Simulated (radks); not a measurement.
The nuclear charge of the neodymium ion Nd2+ is varied continuously with 58 electrons held in [Xe] 4f4. All-electron calculation, scalar-relativistic Kohn-Sham, BLYP, spin-polarised, spherical densities, finite nucleus; open shells are filled with parallel spins first (spin-orbit coupling, left out, can overturn this in heavy ions); Fermi nuclear charge, rms radius 4.9123 fm. Program: a radial shooting solver on a logarithmic mesh with Libxc functionals. By the Hellmann-Feynman theorem dE/dZ = E(electron-nucleus)/Z, the electronic potential at the nucleus (averaged over a nucleus of fixed radius). The scalar-relativistic energy here is not variational (the density holds large components alone), so the two differ by a part that grows with Z.

| Z | E (hartree) | E(electron-nucleus)/Z (hartree) | HOMO | e(HOMO) (eV) | <r> HOMO (bohr) |
|---|---|---|---|---|---|
| 59 | -9237.3621 | -379.813 | 4f | -2.973 | 1.483 |
| 59.1 | -9275.5738 | -380.751 | 4f | -3.782 | 1.396 |
| 59.2 | -9313.8802 | -381.685 | 4f | -4.731 | 1.330 |
| 59.3 | -9352.2809 | -382.616 | 4f | -5.794 | 1.277 |
| 59.4 | -9390.7757 | -383.544 | 4f | -6.954 | 1.234 |
| 59.5 | -9429.3643 | -384.470 | 4f | -8.193 | 1.198 |
| 59.6 | -9468.0466 | -385.395 | 4f | -9.503 | 1.166 |
| 59.7 | -9506.8226 | -386.319 | 4f | -10.873 | 1.139 |
| 59.8 | -9545.6920 | -387.242 | 4f | -12.299 | 1.114 |
| 59.9 | -9584.6549 | -388.164 | 4f | -13.775 | 1.091 |
| 60 | -9623.7111 | -389.086 | 4f | -15.297 | 1.071 |
| 60.1 | -9662.8608 | -390.008 | 4f | -16.863 | 1.052 |
| 60.2 | -9702.1038 | -390.929 | 4f | -18.471 | 1.035 |
| 60.3 | -9741.4401 | -391.850 | 4f | -20.117 | 1.019 |
| 60.4 | -9780.8697 | -392.772 | 4f | -21.801 | 1.004 |
| 60.5 | -9820.3927 | -393.693 | 4f | -23.520 | 0.9893 |
| 60.6 | -9860.0089 | -394.614 | 4f | -25.274 | 0.9759 |
| 60.7 | -9899.7185 | -395.535 | 4f | -27.062 | 0.9632 |
| 60.8 | -9939.5215 | -396.456 | 4f | -28.881 | 0.9511 |
| 60.9 | -9979.4179 | -397.378 | 4f | -30.733 | 0.9397 |
| 61 | -10019.4076 | -398.299 | 4f | -32.615 | 0.9287 |

The central difference of E at Z = 60 is -391.030 hartree, to compare with the third column; the second derivative is -9.34 hartree.
